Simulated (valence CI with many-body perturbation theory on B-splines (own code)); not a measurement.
## E1 transitions of Er54+

Level of theory: valence CI with perturbative core correlation (CI+MBPT): four valence electrons over a frozen Dirac-Fock core [Ne], radial functions for each j: 11 s, 11 p, 9 d, 7 f, 5 g, 2 h, 1 i, with the one-electron correlation potential Σ1 (screened to all orders), the two-electron term Σ2, the three-electron term Σ3, Breit, model QED; selected single and double excitations, second order for the rest (own B-spline code, finite nucleus).

No measured spectrum was set against this ion. As an estimate, large intervals hold to a few tenths of a per cent, small ones and those within an open d or f shell to about a per cent.

Lines 151 to 200 of 230 in falling wavelength, among levels below 69.738 Ry, chosen from the strongest by gf and those to the six lowest levels. Wavelengths and rates use the calculated energies. Electric multipoles are in the length gauge, E1 and E2 with the static RPA response of the core. Weak lines are less certain than strong ones. Lines between different terms over intervals too small for the method are left out, as are lines whose strength nearly cancels. Where a level lies close to another of its J and parity, the split of strength between their lines is uncertain. The highest levels of a list are the least certain.

Levels are named by their leading jj configuration (3d3/2^4 stands for four electrons in 3d with j = 3/2), which in mixed levels can hold well under half, so a name can repeat and another be missing. Letters in brackets count levels of one name in rising energy.

| λ vac (Å) | Upper | Lower | A (s⁻¹) | S (a.u.) |
| --- | --- | --- | --- | --- |
| 29.45 | (3s 3p1/2 3p3/2^2) J=1 [b] | (3s^2 3p1/2 3p3/2) J=1 | 4.58e+11 | 1.73e-02 |
| 29.44 | (3s 3p1/2 3p3/2 3d5/2) J=2 [d] | (3s^2 3p1/2 3d5/2) J=2 | 2.62e+11 | 1.65e-02 |
| 29.40 | (3s 3p1/2 3p3/2 3d3/2) J=2 [c] | (3s 3p1/2^2 3p3/2) J=1 | 4.63e+10 | 2.90e-03 |
| 29.39 | (3s 3p1/2 3p3/2 3d3/2) J=2 [b] | (3s 3p1/2^2 3p3/2) J=2 | 2.40e+11 | 1.51e-02 |
| 29.07 | (3s 3p3/2^3) J=1 | (3s^2 3p3/2^2) J=2 | 1.80e+12 | 6.53e-02 |
| 28.74 | (3s 3p1/2 3p3/2 3d3/2) J=1 [b] | (3s 3p1/2^2 3p3/2) J=1 | 3.93e+10 | 1.38e-03 |
| 28.70 | (3s 3p1/2 3p3/2 3d3/2) J=1 [d] | (3s^2 3p1/2 3d3/2) J=2 | 1.24e+11 | 4.35e-03 |
| 28.69 | (3s 3p1/2 3p3/2 3d3/2) J=2 [d] | (3s 3p1/2^2 3p3/2) J=1 | 3.34e+10 | 1.94e-03 |
| 28.50 | (3s 3p1/2 3p3/2 3d5/2) J=2 [a] | (3s^2 3p1/2 3d3/2) J=2 | 2.44e+10 | 1.39e-03 |
| 28.37 | (3s 3p1/2 3p3/2 3d3/2) J=2 [e] | (3s^2 3p1/2 3d3/2) J=2 | 5.18e+11 | 2.92e-02 |
| 28.32 | (3s 3p1/2 3p3/2 3d3/2) J=1 [c] | (3s 3p1/2^2 3p3/2) J=1 | 8.73e+10 | 2.93e-03 |
| 27.97 | (3s^2 3d3/2^2) J=2 | (3s^2 3p1/2 3d3/2) J=1 | 2.02e+12 | 1.09e-01 |
| 27.88 | (3s 3p1/2 3p3/2 3d5/2) J=3 [a] | (3s^2 3p1/2 3d3/2) J=2 | 9.23e+08 | 6.91e-05 |
| 27.72 | (3s 3p1/2 3p3/2 3d3/2) J=2 [c] | (3s 3p1/2^2 3p3/2) J=2 | 1.80e+11 | 9.45e-03 |
| 27.69 | (3s 3p1/2 3p3/2 3d5/2) J=2 [c] | (3s^2 3p1/2 3d3/2) J=1 | 7.63e+10 | 4.00e-03 |
| 27.40 | (3s 3p1/2 3p3/2 3d3/2) J=3 [b] | (3s 3p1/2^2 3p3/2) J=2 | 1.13e+12 | 8.05e-02 |
| 27.37 | (3s^2 3p3/2 3d3/2) J=3 | (3s^2 3p1/2 3p3/2) J=2 | 1.25e+12 | 8.83e-02 |
| 27.31 | (3s 3p1/2 3p3/2 3d5/2) J=3 [b] | (3s^2 3p1/2 3d3/2) J=2 | 2.76e+09 | 1.94e-04 |
| 27.29 | (3s 3p1/2 3p3/2 3d5/2) J=2 [d] | (3s^2 3p1/2 3d3/2) J=1 | 4.98e+10 | 2.49e-03 |
| 27.28 | (3s 3p1/2 3p3/2 3d5/2) J=1 [a] | (3s^2 3p1/2 3d3/2) J=2 | 1.50e+10 | 4.51e-04 |
| 27.23 | (3s^2 3p3/2 3d3/2) J=2 | (3s^2 3p1/2 3p3/2) J=2 | 1.74e+12 | 8.67e-02 |
| 27.17 | (3s^2 3p3/2 3d3/2) J=1 | (3s^2 3p1/2 3p3/2) J=2 | 1.99e+11 | 5.93e-03 |
| 27.13 | (3s 3p1/2 3p3/2 3d3/2) J=1 [b] | (3s 3p1/2^2 3p3/2) J=2 | 1.26e+12 | 3.72e-02 |
| 27.12 | (3s 3p1/2 3p3/2 3d3/2) J=1 [d] | (3s 3p1/2^2 3p3/2) J=1 | 1.77e+12 | 5.21e-02 |
| 27.08 | (3s 3p1/2 3p3/2 3d3/2) J=2 [d] | (3s 3p1/2^2 3p3/2) J=2 | 1.57e+12 | 7.70e-02 |
| 27.04 | (3s 3p1/2 3p3/2 3d5/2) J=2 [b] | (3s^2 3p1/2 3d3/2) J=2 | 1.18e+10 | 5.78e-04 |
| 26.93 | (3s 3p1/2 3p3/2 3d5/2) J=2 [a] | (3s 3p1/2^2 3p3/2) J=1 | 3.15e+10 | 1.52e-03 |
| 26.85 | (3s 3p1/2 3p3/2 3d3/2) J=3 [c] | (3s 3p1/2^2 3p3/2) J=2 | 4.37e+10 | 2.92e-03 |
| 26.82 | (3s 3p1/2 3p3/2 3d3/2) J=2 [e] | (3s 3p1/2^2 3p3/2) J=1 | 7.48e+11 | 3.56e-02 |
| 26.79 | (3s 3p1/2 3p3/2 3d3/2) J=0 [b] | (3s 3p1/2^2 3p3/2) J=1 | 1.20e+12 | 1.14e-02 |
| 26.76 | (3s 3p1/2 3p3/2 3d3/2) J=1 [c] | (3s 3p1/2^2 3p3/2) J=2 | 5.84e+10 | 1.66e-03 |
| 26.73 | (3s^2 3p3/2 3d3/2) J=2 | (3s^2 3p1/2 3p3/2) J=1 | 7.72e+11 | 3.64e-02 |
| 26.68 | (3s^2 3p3/2 3d3/2) J=1 | (3s^2 3p1/2 3p3/2) J=1 | 1.80e+12 | 5.06e-02 |
| 26.65 | (3s^2 3d3/2^2) J=0 | (3s^2 3p1/2 3d3/2) J=1 | 4.05e+12 | 3.78e-02 |
| 26.61 | (3s^2 3p3/2 3d3/2) J=0 | (3s^2 3p1/2 3p3/2) J=1 | 1.72e+12 | 1.60e-02 |
| 26.61 | (3s^2 3p1/2 3d3/2) J=1 | (3s^2 3p1/2^2) J=0 | 2.42e+12 | 6.74e-02 |
| 26.53 | (3s 3p1/2 3p3/2 3d5/2) J=3 [c] | (3s^2 3p1/2 3d3/2) J=2 | 4.69e+08 | 3.02e-05 |
| 26.26 | (3s 3p1/2 3p3/2 3d5/2) J=1 [b] | (3s^2 3p1/2 3d3/2) J=2 | 8.22e+08 | 2.20e-05 |
| 25.85 | (3s 3p1/2 3p3/2 3d5/2) J=1 [a] | (3s 3p1/2^2 3p3/2) J=1 | 4.52e+11 | 1.15e-02 |
| 25.75 | (3s^2 3d3/2^2) J=2 | (3s^2 3p1/2 3d3/2) J=2 | 1.26e+12 | 5.30e-02 |
| 25.68 | (3s 3p1/2 3p3/2 3d3/2) J=1 [d] | (3s 3p1/2^2 3p3/2) J=2 | 3.28e+09 | 8.23e-05 |
| 25.67 | (3s 3p1/2 3p3/2 3d5/2) J=1 [c] | (3s^2 3p1/2 3d3/2) J=2 | 1.94e+09 | 4.86e-05 |
| 25.63 | (3s 3p1/2 3p3/2 3d5/2) J=2 [b] | (3s 3p1/2^2 3p3/2) J=1 | 7.10e+10 | 2.95e-03 |
| 25.59 | (3s 3p1/2 3p3/2 3d5/2) J=3 [d] | (3s^2 3p1/2 3d3/2) J=2 | 1.05e+08 | 6.06e-06 |
| 25.52 | (3s 3p1/2 3p3/2 3d5/2) J=2 [c] | (3s^2 3p1/2 3d3/2) J=2 | 9.59e+10 | 3.93e-03 |
| 25.52 | (3s 3p1/2 3p3/2 3d5/2) J=2 [a] | (3s 3p1/2^2 3p3/2) J=2 | 1.93e+10 | 7.92e-04 |
| 25.41 | (3s 3p1/2 3p3/2 3d3/2) J=2 [e] | (3s 3p1/2^2 3p3/2) J=2 | 1.35e+11 | 5.45e-03 |
| 25.17 | (3s 3p1/2 3p3/2 3d5/2) J=2 [d] | (3s^2 3p1/2 3d3/2) J=2 | 9.60e+09 | 3.78e-04 |
| 25.13 | (3s^2 3p3/2 3d5/2) J=2 | (3s^2 3p1/2 3p3/2) J=2 | 9.10e+09 | 3.56e-04 |
| 25.02 | (3s 3p1/2 3p3/2 3d5/2) J=3 [a] | (3s 3p1/2^2 3p3/2) J=2 | 8.23e+10 | 4.46e-03 |
